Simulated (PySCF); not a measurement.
## O²⁺ (oxygen, charge +2) across methods

[He] 2s2 2p1 3s1, high-spin 3P determinant (an excited configuration). All numbers are calculated (PySCF 2.14, the non-relativistic Hamiltonian (point nucleus), in aug-cc-pwCVTZ).

```csv
method,E (hartree),mean ε 2s β (eV),mean ε 2p α (eV),mean ε 3s α (eV),Σ⟨r²⟩ (bohr²),⟨S²⟩
PBE0,-71.9816,-69.485,-59.151,-19.500,13.43,2.001
TPSSh,-72.0569,-68.399,-58.061,-19.019,13.45,2.001
r2SCAN,-72.0001,-67.724,-57.458,-18.789,13.59,2.002
revPBE,-72.0395,-67.192,-56.147,-18.742,13.37,2.001
LDA,-71.4733,-66.934,-55.833,-18.766,13.39,2.000
PBEsol,-71.7241,-66.923,-55.840,-18.720,13.39,2.001
PBE,-71.9722,-67.154,-56.153,-18.754,13.36,2.001
UHF,-71.87797,-75.086,-67.665,-21.310,13.76,2.003
```

(1) Estimate the same row for wB97M-V.

The outer electron is Rydberg-like, and this basis confines it to a smaller radius and binds it less than a complete one would.

## Answers

(1) E (hartree) = -72.0625; mean ε 2s β (eV) = -72.207; mean ε 2p α (eV) = -61.263; mean ε 3s α (eV) = -21.298; Σ⟨r²⟩ (bohr²) = 13.41; ⟨S²⟩ = 2.001.
